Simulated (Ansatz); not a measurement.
```xyz
10

O    -0.768   -0.352    1.653
W    -0.038    0.122    0.025
O     1.683    0.502    0.631
O    -1.558   -0.159   -1.016
F     0.780    0.342   -1.672
Cl   -0.635    2.331    0.312
Cl    0.528   -2.161   -0.170
H    -0.845   -1.177    2.137
H     2.445    0.689    0.075
H    -1.592   -0.136   -1.976
```

The species carries charge 0 and has multiplicity 1. W: def2 effective core potential.

(1) List the CAM-B3LYP/def2-TZVPP orbital energies in eV (the Gaussian-basis code of Ansatz). (Best estimate.)

Answers

(1) The calculation gave: Occupied: -2764.41, -2763.86, -673.37, -524.16, -523.80, -523.80, -259.20, -258.66, -198.21, -198.14, -198.11, -197.68, -197.58, -197.57, -88.01, -50.96, -50.88, -50.64, -33.87, -30.59, -30.39, -29.75, -24.53, -23.84, -18.30, -17.96, -16.36, -14.92, -14.89, -14.45, -14.20, -13.75, -13.24, -12.99, -12.80, -12.11, -11.59, -10.86, -10.66, -10.64, -10.22, -10.05. Lowest empty: -2.79, -2.38, -1.75, 0.37, 1.26, 1.57, 2.22, 3.29.
